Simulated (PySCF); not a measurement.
Work out the structure from these simulated measurements.

Formula: C9H7BF2.

| Item | Value |
| --- | --- |
| Dipole | 2.61 D [CAM-B3LYP/def2-SVPD] |
| UV, strongest line | among the 10 lowest singlet transitions: S7 at 6.82 eV (182 nm, f = 0.614) [TDDFT CAM-B3LYP/def2-SVPD] |
| Rotational structure | rotational constants A, B, C: 1.829, 0.673, 0.494 GHz [PBE0-D3(BJ)/def2-SVP] |
| 13C NMR | chemical shifts (computed TMS as zero) by class: 167.6 (1 C), 149.6 (1 C), 148.1 (1 C), 139.5 (1 C), 132.6 (1 C), 131.1 (1 C), 128.8 (1 C), 128.4 (1 C), 44.0 (1 C) ppm [GIAO PBE0/pcSseg-1] |
| UV, first state | lowest singlet excitation: 4.69 eV (265 nm, f = 0.082) [TDDFT CAM-B3LYP/def2-SVPD] |
| Triplet | lowest triplet excitation (Tamm–Dancoff): 3.07 eV [TDA CAM-B3LYP/def2-SVPD] |

Gas-phase values; electronic properties from PySCF, density fitting. Levels stand in brackets. Geometry: PBE0-D3(BJ)/def2-SVP; no solvent, vibrations or thermal averaging. NMR values are class means; diastereotopic atoms form classes of their own.

**Question.** What is the compound? Reason from the data.

**Answer.** Numbering: `[F:1][B:2]([F:3])[C:4]1=[CH:5][CH2:6][c:7]2[cH:8][cH:9][cH:10][cH:11][c:12]21`. 9 carbons fall into 9 classes; from least to most shielded: alkene CH carbon [C5] (167.6 ppm), substituted aromatic carbon [C12] (149.6 ppm), substituted aromatic carbon [C7] (148.1 ppm), fully substituted alkene carbon [C4] (139.5 ppm), aromatic CH carbon [C10] (132.6 ppm), aromatic CH carbon [C9] (131.1 ppm), aromatic CH carbon [C8] (128.8 ppm), aromatic CH carbon [C11] (128.4 ppm), benzylic-type carbon [C6] (44.0 ppm). S1 is mainly HOMO→LUMO (weight 0.94); the largest Löwdin shares of the orbital it empties are 0.17 on an aromatic CH carbon, 0.16 on a substituted aromatic carbon, 0.16 on the alkene CH carbon and 0.11 on the fully substituted alkene carbon, of the orbital it fills 0.28 on the alkene CH carbon, 0.19 on the fully substituted alkene carbon, 0.13 on the three-coordinate boron and 0.06 on the benzylic-type carbon. By its constants the optimised geometry is an asymmetric top. Structure: `FB(F)C1=CCc2ccccc21`. The assignments are read from this structure; whether some other isomer fits the data as well wasn't checked.

Conformer computed: `[F:1][B:2]([F:3])[C:4]1=[CH:5][CH2:6][c:7]2[cH:8][cH:9][cH:10][cH:11][c:12]21`: F1–B2–C4–C5 178°.
